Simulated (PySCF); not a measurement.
A structure optimised at PBE0-D3(BJ)/def2-SVP, used in a PySCF frequency run:

```xyz
14

C      2.5664     0.0083     0.0000
B      1.0072    -0.0295     0.0000
C      0.1325    -0.0214     1.2940
N     -1.1526     0.0015     1.2601
C     -1.8185     0.0191     0.0000
N     -1.1526     0.0015    -1.2601
C      0.1325    -0.0214    -1.2940
H      2.8543     1.0790     0.0000
H      3.0243    -0.4299     0.9000
H      3.0243    -0.4299    -0.9000
H      0.5747    -0.0377     2.3060
H     -2.5374    -0.8249     0.0000
H     -2.4919     0.9000     0.0000
H      0.5747    -0.0377    -2.3060
```

Task: Write its SMILES, formula and point group.

Result: CB1C=NCN=C1, C4H7BN2, Cs

Task: What are its rotational constants (standard atomic weights)?

Result: 5.0472, 2.4022, 1.6604 GHz
